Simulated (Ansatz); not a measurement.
The cluster LiSn2. Total charge 0; doublet. Geometry PBE-D4/def2-TZVP; atoms count from 1.

```xyz
3

Li   -1.5219    0.4653   -0.5043
Sn    0.3880   -0.1009    1.4993
Sn    1.1339   -0.3644   -0.9950
```

In the def2 sets Sn takes a core potential; there is no spin–orbit coupling. The structure comes from a short search, and lower isomers may exist.

(1) Estimate the Mulliken populations from the PBE0/def2-TZVP orbitals of Ansatz.

(2) Where does the spin sit?

(3) And the Mayer bond orders between heavy atoms (over 0.3)?

## Answers

(1) 
| atom | charge (e) | spin (α − β) |
| --- | --- | --- |
| Li1 | 0.50 | 0.02 |
| Sn2 | -0.25 | 0.49 |
| Sn3 | -0.25 | 0.49 |
Mulliken values depend strongly on the basis.

(2) Summed by element: Li 0.02, Sn 0.98, of 1 unpaired in all. Largest on single atoms: Sn3 0.49, Sn2 0.49, Li1 0.02.

(3) Li1–Sn2 0.43 (2.83 Å); Li1–Sn3 0.43 (2.83 Å); Sn2–Sn3 2.10 (2.62 Å).
